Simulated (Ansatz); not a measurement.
```yaml
crystal:
  periodic: [false, false, false]
  atoms:
    - {symbol: O, position_ang: [0.053747, 0.030290, 0.037651]}
    - {symbol: W, position_ang: [0.003747, -0.019710, -0.012349]}
    - {symbol: F, position_ang: [-0.007170, 1.115955, 1.476022]}
    - {symbol: F, position_ang: [0.290482, 1.545077, -1.051660]}
    - {symbol: F, position_ang: [0.898712, -0.902736, -1.297573]}
    - {symbol: F, position_ang: [0.547403, -1.338369, 1.098838]}
basis:
  gaussian: {orbitals: def2-TZVPD}
hamiltonian: {xc: {name: PBE0}}
output: {forces: true}
```

```sh
$ ansatz run in.yaml --threads 2 --pin off --events-out ev --progress --plain --max-ram 32768MiB --backend cpu
```

Output, abridged:

```
Functional definition: PBE0
1388 factors; their error is unknown
mean field evaluation 1: about 2828.7177 eV, gradient 1.7e2 eV
mean field evaluation 2: about 2840.7932 eV, gradient 1.6e2 eV
mean field evaluation 4: about 2808.1183 eV, gradient 8.3e0 eV
mean field evaluation 8: about 2808.0358 eV, gradient 1.2e-1 eV
mean field evaluation 16: about 2807.9036 eV, gradient 3.3e-3 eV
a density is far from that of the atoms, so the factors are made again for it
1716 factors; integrals over basis functions are off by at most 4.9e-4 eV
mean field 2807.90324730 eV, 103.1885410732 hartree, gradient 8.6e-5 eV, S^2 0.000000; 0 other end points of the search recorded, 0 dependent functions left out
reference 2807.90317010 eV, 103.1885382359 hartree; 29, 29 occupied and 214, 214 virtual orbitals, 1716 factors
Total energy: 2807.90317010 eV, 103.1885382359 hartree
Atom 0 at     0.053747     0.030290     0.037651 Å, force 124486.431447 124487.431979 124489.918454 eV/Å
Atom 1 at     0.003747    -0.019710    -0.012349 Å, force -124494.843796 -124481.724017 -124489.124047 eV/Å
Atom 2 at    -0.007170     1.115955     1.476022 Å, force     0.055139     2.500992     3.168626 eV/Å
Atom 3 at     0.290482     1.545077    -1.051660 Å, force     0.451540     3.978292    -2.251552 eV/Å
Atom 4 at     0.898712    -0.902736    -1.297573 Å, force     5.273535    -5.397354    -7.981009 eV/Å
Atom 5 at     0.547403    -1.338369     1.098838 Å, force     2.632135    -6.789893     6.269529 eV/Å
Dipole moment:    -0.776178    -0.127326     0.044933 e Å
```

(1) What is wrong with this run?

Answers

(1) One atom was put on top of another. Self-consistency was reached. The result belongs to that input, not to the molecule as meant.
